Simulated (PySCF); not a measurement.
The complex [VF4]- (charge -1) contains V(III), shell d2. The structure is a PBE0-D3(BJ)/def2-TZVP geometry optimised for multiplicity 3; coordination tetrahedral, point group Td, metal–donor distances 1.83 Å.

Method (PySCF 2.14, density fitting): CASSCF(2,5) with orbitals averaged over all microstates of the shell, strongly contracted NEVPT2 on the averaged canonical orbitals; basis x2c-TZVPall on the metal, x2c-SVPall elsewhere; spin-free X2C; IEF-PCM dichloromethane; spin-orbit coupling by state interaction with the mean-field operator over all roots.

CASSCF energies above the lowest CASSCF root:

| state | CASSCF / cm⁻¹ |
| --- | --- |
| 3A2 | 0 |
| 3T2 | 8126 |
| 3T1 | 13518 |
| 1E | 14486 |
| 1T2 | 22085 |
| 1A1 | 23693 |
| 3T1 | 24826 |
| 1T1 | 26620 |
| 1E | 31672 |
| 1T2 | 33363 |
| 1A1 | 57855 |

Q: How does dynamic correlation (SC-NEVPT2) move these states?

A: 
```tsv
state	NEVPT2 / cm⁻¹	shift / cm⁻¹
3A2	0	0
3T2	8693	+568
3T1	14181	+663
1E	12415	-2071
1T2	20594	-1491
1A1	21302	-2392
3T1	22900	-1926
1T1	24911	-1709
1E	30614	-1058
1T2	32096	-1268
1A1	50844	-7011
```

NEVPT2 on the d shell alone tends to put d–d bands too high for such charged or covalently bound ions.
